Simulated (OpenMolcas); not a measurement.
**Gd3+: moving the ligands**

Gd3+ with 6 ligands (fluoride, oxide on the axis) in tetragonal octahedral coordination (D4h) at 2.25 Å, the axial distance 2.317 Å. A charge of +0.833 e stands 2.4 Å behind each ligand. Ligand basis ANO-RCC-VDZP.

```yaml
Program: OpenMolcas 26.06
Method: CASSCF
Basis: ANO-RCC-VDZP [7s6p4d2f1g]
Scalar_Hamiltonian: DKH2, point nucleus
Active_space: 7 electrons in 7 orbitals (4f)
State_averaging: 2S+1 = 8 odd, 1 root; 2S+1 = 6 odd, 16 roots kept (CI in the orbitals of an earlier block)
Spin-orbit_coupling: state interaction with AMFI integrals over the reference wave functions
```

Runs around this geometry, states (labels of D4, the rotations of D4h). Energies in cm-1 above the lowest state or level, χT in cm3 K/mol.

```csv
R (Å),Ground state,χT at 300 K
2.18,8A1,7.851
2.25,8A1,7.851
2.3,8A1,7.851
```

No quartet enters the spin-orbit mixing, so the splitting and order within the octet and the sextets are unsound, and g values and χT are rough. No measured value stands beside these numbers; the geometry was imposed, not optimised, and the real ion may take another.
